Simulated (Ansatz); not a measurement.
Gas-phase electronic energies from Ansatz, PBE0-D4/def2-TZVP geometries. CBS: MP2 limit from def2 TZ/QZ plus the TZ coupled-cluster correction, frozen cores. This one scheme is used for every species. DFT in def2-TZVPP. B3LYP here is the variant with VWN-RPA as its local correlation; programs differ in this. One conformer a species, not always the lowest.

`[F][Al]([SH])[SH]` + H₂O → `[OH][Al]([F])[SH]` + H₂S  (formal hydrolysis of the Al–S bond)

Problem. Is it downhill or uphill in electronic energy at CCSD(T)/CBS, and by how much? (Estimate.)

Solution. The calculation gave: Downhill: ΔE = -20.3 kJ/mol.

Problem. What do these levels give: revPBE-D4, BHLYP-D4, PBE-QIDH, PBE, revPBE, B3LYP, BHLYP, CAM-B3LYP, LC-ωPBE, MP2/def2-TZVPP, CCSD/def2-TZVPP, CCSD(T)/def2-TZVPP? (An estimate is asked.)

Solution. The calculation gave: revPBE-D4 -13.8, BHLYP-D4 -26.1, PBE-QIDH -18.7, PBE -16.5, revPBE -16.0, B3LYP -29.1, BHLYP -30.4, CAM-B3LYP -32.7, LC-ωPBE -23.1, MP2/def2-TZVPP -22.9, CCSD/def2-TZVPP -26.9, CCSD(T)/def2-TZVPP -24.6 kJ/mol.

Largest T1 diagnostic among the species: 0.012.

The D4 term adds +3.6 kJ/mol with B3LYP and +2.0 kJ/mol with PBE0; it sums over pairs of atoms, weighted by their polarisabilities, and B3LYP, whose exchange is more repulsive, gets the larger term. At CCSD(T), def2-SVP lies −7.1 kJ/mol from the extrapolated value and def2-TZVPP −4.2 kJ/mol.
